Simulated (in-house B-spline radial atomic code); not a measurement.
A fraction x of an electron is removed from 3d in In4+, starting from [Kr] 4d9 and keeping the highest spin. Method: scalar-relativistic (X2C) TPSSh, spin-polarised, spherical fractional occupations, Fermi nucleus of rms radius 4.6156 fm. Calculated with a B-spline radial code for spherical atoms.

Caution: exact exchange at fractional occupations of open shells leaves self-interaction of up to several eV.

```json
{"x": "0", "E(x) - E(0) (eV)": "0.0000", "3d down level (eV)": "-485.444"}
{"x": "0.04", "E(x) - E(0) (eV)": "19.4519", "3d down level (eV)": "-487.153"}
{"x": "0.18", "E(x) - E(0) (eV)": "88.0736", "3d down level (eV)": "-493.163"}
{"x": "0.33", "E(x) - E(0) (eV)": "162.5340", "3d down level (eV)": "-499.651"}
{"x": "0.38", "E(x) - E(0) (eV)": "187.5709", "3d down level (eV)": "-501.825"}
{"x": "0.5", "E(x) - E(0) (eV)": "248.1039", "3d down level (eV)": "-507.064"}
{"x": "0.59", "E(x) - E(0) (eV)": "?", "3d down level (eV)": "?"}
{"x": "0.72", "E(x) - E(0) (eV)": "?", "3d down level (eV)": "?"}
{"x": "0.79", "E(x) - E(0) (eV)": "397.0026", "3d down level (eV)": "-519.853"}
{"x": "0.89", "E(x) - E(0) (eV)": "449.2103", "3d down level (eV)": "-524.304"}
{"x": "1", "E(x) - E(0) (eV)": "507.1542", "3d down level (eV)": "-529.225"}
```

Problem. What belongs in the row x = 0.59?

Solution. An energy change of 293.9173 eV; 3d down at -511.014 eV.

Problem. What belongs in the row x = 0.72?

Solution. An energy change of 360.7216 eV; 3d down at -516.750 eV.

Problem. Check Janak's theorem between x = 0.04 and 0.18.

Solution. The slope of the energy is 490.16 eV; the orbital levels give 490.16 eV (-ε of the emptying orbital, averaged over the two points).
